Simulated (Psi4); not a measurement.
C5H4N, doublet, geometry from GFN2-xTB; B3LYP/6-31G in Psi4 1.11.

Input for Psi4:
```
memory 2 GB

molecule mol {
0 2
  N    -0.009646    0.061766    1.393124
  C     0.010521    0.055636   -1.321519
  C     0.008431    1.160032    0.736522
  C    -0.019021   -1.107854    0.767670
  C    -0.009113   -1.142198   -0.616401
  C     0.019967    1.266558   -0.639064
  H     0.018514    0.049613   -2.403086
  H    -0.034283   -2.000367    1.377952
  H    -0.016590   -2.088167   -1.136254
  H     0.035170    2.213512   -1.153731
}

set basis 6-31g
set reference uks
set df_basis_scf def2-universal-jkfit

energy('b3lyp')
print_variables()
```

The log (banner, timings and long lists left out):

```
   => Loading Basis Set <=

    Name: 6-31G
    Role: ORBITAL
    Keyword: BASIS

         ---------------------------------------------------------
                                   SCF
               by Justin Turney, Rob Parrish, Andy Simmonett
                          and Daniel G. A. Smith
                              UKS Reference
         ---------------------------------------------------------

  ==> Geometry <==

    Molecular point group: c1
    Full point group: C1

    Geometry (in Angstrom), charge = 0, multiplicity = 2:

       Center              X                  Y                   Z               Mass
    ------------   -----------------  -----------------  -----------------  -----------------
         N           -0.009609853677     0.038554319189     1.350918823206    14.003074004430
         C            0.010557146323     0.032424319189    -1.363724176794    12.000000000000
         C            0.008467146323     1.136820319189     0.694316823206    12.000000000000
         C           -0.018984853677    -1.131065680811     0.725464823206    12.000000000000
         C           -0.009076853677    -1.165409680811    -0.658606176794    12.000000000000
         C            0.020003146323     1.243346319189    -0.681269176794    12.000000000000
         H            0.018550146323     0.026401319189    -2.445291176794     1.007825032230
         H           -0.034246853677    -2.023578680811     1.335746823206     1.007825032230
         H           -0.016553853677    -2.111378680811    -1.178459176794     1.007825032230
         H            0.035206146323     2.190300319189    -1.195936176794     1.007825032230

  Running in c1 symmetry.

  Rotational constants: A =      0.22150  B =      0.19945  C =      0.10495 [cm^-1]
  Rotational constants: A =   6640.37436  B =   5979.36320  C =   3146.27859 [MHz]
  Nuclear repulsion =  198.892018022346861

  Charge       = 0
  Multiplicity = 2
  Electrons    = 41
  Nalpha       = 21
  Nbeta        = 20

  ==> Algorithm <==

  SCF Algorithm Type is DF.
  DIIS enabled.
  MOM disabled.
  Fractional occupation disabled.
  Guess Type is SAD.
  Energy threshold   = 1.00e-06
  Density threshold  = 1.00e-06
  Integral threshold = 1.00e-12

  ==> Primary Basis <==

  Basis Set: 6-31G
    Blend: 6-31G
    Number of shells: 38
    Number of basis functions: 62
    Number of Cartesian functions: 62
    Spherical Harmonics?: false
    Max angular momentum: 1

  ==> DFT Potential <==

   => LibXC <=

    Version 7.1.2
    S. Lehtola, C. Steigemann, M. J. T. Oliveira, and M. A. L. Marques,  SoftwareX 7, 1–5 (2018) (10.1016/j.softx.2017.11.002)

   => Composite Functional: B3LYP <=

    B3LYP Hyb-GGA Exchange-Correlation Functional

    P. J. Stephens, F. J. Devlin, C. F. Chabalowski, and M. J. Frisch,  J. Phys. Chem. 98, 11623 (1994) (10.1021/j100096a001)

    Deriv               =              1
    GGA                 =           TRUE
    Meta                =          FALSE

    Exchange Hybrid     =           TRUE
    MP2 Hybrid          =          FALSE

   => Exchange Functionals <=

    0.0800   Slater exchange
    0.7200         Becke 88

   => Exact (HF) Exchange <=

    0.2000               HF

   => Correlation Functionals <=

    0.1900   Vosko, Wilk & Nusair (VWN5_RPA)
    0.8100   Lee, Yang & Parr

   => LibXC Density Thresholds  <==

    XC_HYB_GGA_XC_B3LYP:  1.00E-15

   => Molecular Quadrature <=

    Radial Scheme          =       TREUTLER
    Pruning Scheme         =           NONE
    Nuclear Scheme         =       TREUTLER

    Blocking Scheme        =         OCTREE
    BS radius alpha        =              1
    Pruning alpha          =              1
    Radial Points          =             75
    Spherical Points       =            302
    Total Points           =         210410
    Total Blocks           =           1592
    Max Points             =            256
    Max Functions          =             62
[...]

   -------------------------
    Irrep   Nso     Nmo
   -------------------------
     A         62      62
   -------------------------
    Total      62      62
   -------------------------

  ==> Iterations <==

                           Total Energy        Delta E     RMS |[F,P]|

   @DF-UKS iter SAD:  -247.26010619666732   -2.47260e+02   0.00000e+00
   @DF-UKS iter   1:  -247.30371948937923   -4.36133e-02   1.01896e-02 ADIIS/DIIS
   @DF-UKS iter   2:  -247.27817706534339    2.55424e-02   1.11344e-02 ADIIS/DIIS
   @DF-UKS iter   3:  -247.51370743731729   -2.35530e-01   3.16598e-03 ADIIS/DIIS
   @DF-UKS iter   4:  -247.53162181088362   -1.79144e-02   7.54654e-04 ADIIS/DIIS
   @DF-UKS iter   5:  -247.53248730634149   -8.65495e-04   3.94502e-04 ADIIS/DIIS
   @DF-UKS iter   6:  -247.53285186150597   -3.64555e-04   4.43160e-05 DIIS
   @DF-UKS iter   7:  -247.53286131829097   -9.45678e-06   3.11948e-05 DIIS
   @DF-UKS iter   8:  -247.53286473465371   -3.41636e-06   1.49643e-05 DIIS
   @DF-UKS iter   9:  -247.53286702032992   -2.28568e-06   9.06751e-06 DIIS
   @DF-UKS iter  10:  -247.53286746780074   -4.47471e-07   3.60890e-06 DIIS
   @DF-UKS iter  11:  -247.53286763525102   -1.67450e-07   1.03436e-06 DIIS
   @DF-UKS iter  12:  -247.53286764861775   -1.33667e-08   3.38816e-07 DIIS
  Energy and wave function converged.

  ==> Post-Iterations <==

   Electrons on quadrature grid:
      Nalpha   =   21.0000181006 ; deviation = 1.810e-05
      Nbeta    =   20.0000191869 ; deviation = 1.919e-05
      Ntotal   =   41.0000372874 ; deviation = 3.729e-05

   @Spin Contamination Metric:   4.826472255E-03
   @S^2 Expected:                7.500000000E-01
   @S^2 Observed:                7.548264723E-01
   @S   Expected:                5.000000000E-01
   @S   Observed:                5.000000000E-01

    Orbital Energies [Eh]
    ---------------------

    Alpha Occupied:

[...]
    Alpha Virtual:

[...]
    Beta Occupied:

[...]
    Beta Virtual:

[...]
    Final Occupation by Irrep:
              A
    DOCC [    20 ]
    SOCC [     1 ]
    NA   [    21 ]
    NB   [    20 ]

  @DF-UKS Final Energy:  -247.53286764861775

   => Energetics <=

    Nuclear Repulsion Energy =            198.8920180223468606
    One-Electron Energy =                -726.0841585883877087
    Two-Electron Energy =                 308.4109199301714170
    DFT Exchange-Correlation Energy =     -28.7516470127483075
    Empirical Dispersion Energy =           0.0000000000000000
    VV10 Nonlocal Energy =                  0.0000000000000000
    Total Energy =                       -247.5328676486177528

  UHF NO Occupations:
  HONO-2 :   19  A 1.9993740
  HONO-1 :   20  A 1.9984135
  HONO-0 :   21  A 1.0000000
  LUNO+0 :   22  A 0.0015865
  LUNO+1 :   23  A 0.0006260
  LUNO+2 :   24  A 0.0000767
  LUNO+3 :   25  A 0.0000417

Computation Completed

Properties will be evaluated at   0.000000,   0.000000,   0.000000 [a0]

Properties computed using the SCF density matrix

 Multipole Moments:

 ------------------------------------------------------------------------------------
     Multipole            Electronic (a.u.)      Nuclear  (a.u.)        Total (a.u.)
 ------------------------------------------------------------------------------------

 L = 1.  Multiply by 2.5417464519 to convert [e a0] to [Debye]
 Dipole X            :         -0.0006869            0.0027987            0.0021118
 Dipole Y            :          1.3119683           -1.7984182           -0.4864499
 Dipole Z            :          2.2037978           -3.2700109           -1.0662131
 Magnitude           :                                                    1.1719422

 ------------------------------------------------------------------------------------

  Variable Map:
  ----------------------------------------------------------------------------
[...]
  Array Variable Map:
  ----------------------------------------------------------------------------
[...]
[...]
```
